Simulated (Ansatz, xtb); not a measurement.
Two isomers of AlH5O2Si

Structure X is `O[SiH2][O][AlH2]`, a singlet and structure Y is `[O]1[AlH2-][OH+][SiH2]1`, a singlet. Both are isolated molecules in the gas phase, relaxed with B3LYP-D3(BJ)/def2-SVP; each stands in its lowest conformer found.

Q: Estimate E(Y) − E(X) at the level CCSD(T)/def2-SVP + ΔMP2/def2-TZVPP.

A: Calculated at CCSD(T)/def2-SVP + ΔMP2/def2-TZVPP: E(Y) − E(X) = −2.1 kcal/mol, so structure Y lies lower.

How the difference moves with the method:

```
                             level               geometry  E(Y) − E(X) (kcal/mol)  departure from the last row (kcal/mol)  job, with rough time for the two
             B3LYP-D3(BJ)/def2-SVP  B3LYP-D3(BJ)/def2-SVP                      −4.0                                    −1.9             optimisation, 2.8 min
                       HF/def2-SVP  B3LYP-D3(BJ)/def2-SVP                      −0.9                                    +1.2           part of the CCSD(T) run
                      MP2/def2-SVP  B3LYP-D3(BJ)/def2-SVP                      −5.3                                    −3.2           part of the CCSD(T) run
                  CCSD(T)/def2-SVP  B3LYP-D3(BJ)/def2-SVP                      −5.2                                    −3.1                      single point
CCSD(T)/def2-SVP + ΔMP2/def2-TZVPP  B3LYP-D3(BJ)/def2-SVP                      −2.1                                                        single point, 41 s
```

As drawn, Y has 1 Al–O more. Structure X has no ring, Y a 4-membered ring.

None of the levels shown reverses the order. The largest departure from CCSD(T)/def2-SVP + ΔMP2/def2-TZVPP is that of MP2/def2-SVP, 3.2 kcal/mol. Levels run at GFN2-xTB geometries aren't shown. The last row adds to CCSD(T) the change of the MP2 difference between the two basis sets, here +3.1 kcal/mol, a large step that makes the value less sure.

With harmonic frequencies from B3LYP-D3(BJ)/def2-SVP (ideal gas, rigid rotor, one conformer each, 298.15 K, 1 atm): on the last row, ΔE + ΔZPE = −1.5 kcal/mol. A mode under 50 cm⁻¹ makes harmonic enthalpies and free energies unreliable, so none is given.

The correlated steps freeze 12 core orbitals. Codes used: Ansatz 0.2.0; the last row on 1 thread of Arm Neoverse N1 on a shared host.
